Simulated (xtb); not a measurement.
xtb input (GFN2-xTB):

```bash
xtb mol.xyz --gfn 2 --sp --chrg 1 --uhf 0
```
mol.xyz:
```
8

Si    -0.18460834    -0.02616947    -0.03116965
F     -0.22309902    -1.07184191    -1.17353988
F     -0.72073411    -0.54093467     1.32806104
F     -0.69601402     1.38031729    -0.43139632
N      1.62224615     0.22996423     0.27390337
H      2.09039374    -0.64005237     0.55167141
H      2.10604464     0.57633926    -0.56228410
H      1.79097968     0.91246963     1.02154066
```

Output:

```
           -------------------------------------------------
          |                Calculation Setup                |
           -------------------------------------------------

           -------------------------------------------------
          |                 G F N 2 - x T B                 |
           -------------------------------------------------

        Reference                      10.1021/acs.jctc.8b01176
      * Hamiltonian:
        H0-scaling (s, p, d)           1.850000    2.230000    2.230000
        zeta-weighting                 0.500000
      * Dispersion:
        s8                             2.700000
        a1                             0.520000
        a2                             5.000000
        s9                             5.000000
      * Repulsion:
        kExp                           1.500000    1.000000
        rExp                           1.000000
      * Coulomb:
        alpha                          2.000000
        third order                    shell-resolved
        anisotropic                    true
        a3                             3.000000
        a5                             4.000000
        cn-shift                       1.200000
        cn-exp                         4.000000
        max-rad                        5.000000

          ...................................................
          :                      SETUP                      :
          :.................................................:
          :  # basis functions                  29          :
          :  # atomic orbitals                  28          :
          :  # shells                           14          :
          :  # electrons                        32          :
          :  max. iterations                   250          :
          :  Hamiltonian                  GFN2-xTB          :
          :  restarted?                      false          :
          :  GBSA solvation                  false          :
          :  PC potential                    false          :
          :  electronic temp.          300.0000000     K    :
          :  accuracy                    1.0000000          :
          :  -> integral cutoff          0.2500000E+02      :
          :  -> integral neglect         0.1000000E-07      :
          :  -> SCF convergence          0.1000000E-05 Eh   :
          :  -> wf. convergence          0.1000000E-03 e    :
          :  Broyden damping             0.4000000          :
          :  net charge                          1          :
          :  unpaired electrons                  0          :
          ...................................................

 iter      E             dE          RMSdq      gap      omega  full diag
   1    -20.1290620 -0.201291E+02  0.686E+00    9.85       0.0  T
   2    -20.2108295 -0.817675E-01  0.517E+00    9.87       1.0  T
   3    -20.2146273 -0.379776E-02  0.393E+00    9.83       1.0  T
   4    -20.2122432  0.238410E-02  0.122E+00    9.33       1.0  T
   5    -20.2163308 -0.408762E-02  0.634E-01    9.73       1.0  T
   6    -20.2166313 -0.300504E-03  0.120E-01    9.71       1.0  T
   7    -20.2166518 -0.204723E-04  0.270E-02    9.69       1.3  T
   8    -20.2166574 -0.564110E-05  0.653E-03    9.69       5.4  T
   9    -20.2166574  0.139083E-07  0.538E-03    9.70       6.6  T
  10    -20.2166576 -0.181338E-06  0.101E-03    9.69      35.1  T
  11    -20.2166576 -0.336696E-08  0.303E-04    9.69     116.7  T
  12    -20.2166576 -0.595271E-09  0.270E-05    9.69    1311.3  T

   *** convergence criteria satisfied after 12 iterations ***

         #    Occupation            Energy/Eh            Energy/eV
      -------------------------------------------------------------
         1        2.0000           -1.1758330             -31.9960
       ...           ...                  ...                  ...
        10        2.0000           -0.7799714             -21.2241
        11        2.0000           -0.7555520             -20.5596
        12        2.0000           -0.7555520             -20.5596
        13        2.0000           -0.7479788             -20.3535
        14        2.0000           -0.7479788             -20.3535
        15        2.0000           -0.7461987             -20.3051
        16        2.0000           -0.7447079             -20.2645 (HOMO)
        17                         -0.3884764             -10.5710 (LUMO)
        18                         -0.3398316              -9.2473
        19                         -0.3398316              -9.2473
        20                         -0.2598220              -7.0701
        21                         -0.1971687              -5.3652
       ...                                ...                  ...
        28                          0.8556042              23.2822
      -------------------------------------------------------------
                  HL-Gap            0.3562316 Eh            9.6936 eV
             Fermi-level           -0.5665921 Eh          -15.4178 eV

 SCC (total)                   0 d,  0 h,  0 min,  0.005 sec
 SCC setup                      ...        0 min,  0.000 sec (  2.215%)
 Dispersion                     ...        0 min,  0.000 sec (  0.682%)
 classical contributions        ...        0 min,  0.000 sec (  0.403%)
 integral evaluation            ...        0 min,  0.001 sec ( 18.181%)
 iterations                     ...        0 min,  0.002 sec ( 49.684%)
 molecular gradient             ...        0 min,  0.001 sec ( 25.863%)
 printout                       ...        0 min,  0.000 sec (  2.756%)

         :::::::::::::::::::::::::::::::::::::::::::::::::::::
         ::                     SUMMARY                     ::
         :::::::::::::::::::::::::::::::::::::::::::::::::::::
         :: total energy             -20.101850233040 Eh    ::
         :: gradient norm              0.010210639033 Eh/a0 ::
         :: HOMO-LUMO gap              9.693553890960 eV    ::
         ::.................................................::
         :: SCC energy               -20.216656467554 Eh    ::
         :: -> isotropic ES            0.161679903995 Eh    ::
         :: -> anisotropic ES          0.001497971230 Eh    ::
         :: -> anisotropic XC         -0.003237300501 Eh    ::
         :: -> dispersion             -0.003246823156 Eh    ::
         :: repulsion energy           0.114806234515 Eh    ::
         :: add. restraining           0.000000000000 Eh    ::
         :: total charge               1.000000000000 e     ::
         :::::::::::::::::::::::::::::::::::::::::::::::::::::

           -------------------------------------------------
          |                Property Printout                |
           -------------------------------------------------

    * Orbital Energies and Occupations

         #    Occupation            Energy/Eh            Energy/eV
      -------------------------------------------------------------
         1        2.0000           -1.1758330             -31.9960
       ...           ...                  ...                  ...
         4        2.0000           -0.9176566             -24.9707
         5        2.0000           -0.8665398             -23.5797
         6        2.0000           -0.8173095             -22.2401
         7        2.0000           -0.8173095             -22.2401
         8        2.0000           -0.7897766             -21.4909
         9        2.0000           -0.7799714             -21.2241
        10        2.0000           -0.7799714             -21.2241
        11        2.0000           -0.7555520             -20.5596
        12        2.0000           -0.7555520             -20.5596
        13        2.0000           -0.7479788             -20.3535
        14        2.0000           -0.7479788             -20.3535
        15        2.0000           -0.7461987             -20.3051
        16        2.0000           -0.7447079             -20.2645 (HOMO)
        17                         -0.3884764             -10.5710 (LUMO)
        18                         -0.3398316              -9.2473
        19                         -0.3398316              -9.2473
        20                         -0.2598220              -7.0701
        21                         -0.1971687              -5.3652
        22                         -0.1971687              -5.3652
        23                         -0.0974144              -2.6508
        24                         -0.0974144              -2.6508
        25                         -0.0350490              -0.9537
        26                          0.4714643              12.8292
        27                          0.8556042              23.2822
        28                          0.8556042              23.2822
      -------------------------------------------------------------
                  HL-Gap            0.3562316 Eh            9.6936 eV
             Fermi-level           -0.5665921 Eh          -15.4178 eV

     #   Z          covCN         q      C6AA      α(0)
     1  14 Si       2.928     0.742   161.611    27.834
     2   9 F        0.706    -0.116    10.412     3.810
     3   9 F        0.706    -0.116    10.412     3.810
     4   9 F        0.706    -0.116    10.412     3.810
     5   7 N        3.389    -0.252    26.545     7.652
     6   1 H        0.859     0.286     0.757     1.363
     7   1 H        0.859     0.286     0.757     1.363
     8   1 H        0.859     0.286     0.757     1.363

 Mol. C6AA /au·bohr⁶  :        857.808142
 Mol. C8AA /au·bohr⁸  :      30945.811660
 Mol. α(0) /au        :         51.004756

Wiberg/Mayer (AO) data.
largest (>0.10) Wiberg bond orders for each atom

 ---------------------------------------------------------------------------
     #   Z sym  total        # sym  WBO       # sym  WBO       # sym  WBO
 ---------------------------------------------------------------------------
     1  14 Si   4.495 --     3 F    1.250     2 F    1.250     4 F    1.250
                             5 N    0.731
     2   9 F    1.399 --     1 Si   1.250
     3   9 F    1.399 --     1 Si   1.250
     4   9 F    1.399 --     1 Si   1.250
     5   7 N    3.584 --     7 H    0.907     6 H    0.907     8 H    0.907
                             1 Si   0.731
     6   1 H    0.918 --     5 N    0.907
     7   1 H    0.918 --     5 N    0.907
     8   1 H    0.918 --     5 N    0.907
 ---------------------------------------------------------------------------

Topologies differ in total number of bonds
Writing topology from bond orders to xtbtopo.mol

molecular dipole:
                 x           y           z       tot (Debye)
 q only:        2.561       0.363       0.432
   full:        2.856       0.405       0.482       7.434
molecular quadrupole (traceless):
                xx          xy          yy          xz          yz          zz
 q only:        9.330       2.033      -4.725       2.422       0.343      -4.605
  q+dip:       10.495       2.287      -5.315       2.724       0.386      -5.179
   full:       11.899       2.593      -6.026       3.089       0.438      -5.873

           -------------------------------------------------
          | TOTAL ENERGY              -20.101850233040 Eh   |
          | GRADIENT NORM               0.010210639033 Eh/α |
          | HOMO-LUMO GAP               9.693553890960 eV   |
           -------------------------------------------------

------------------------------------------------------------------------
------------------------------------------------------------------------
 total:
 SCF:
Note: The following floating-point exceptions are signalling: IEEE_DENORMAL
normal termination of xtb
```

It need not be the lowest isomer of its formula.
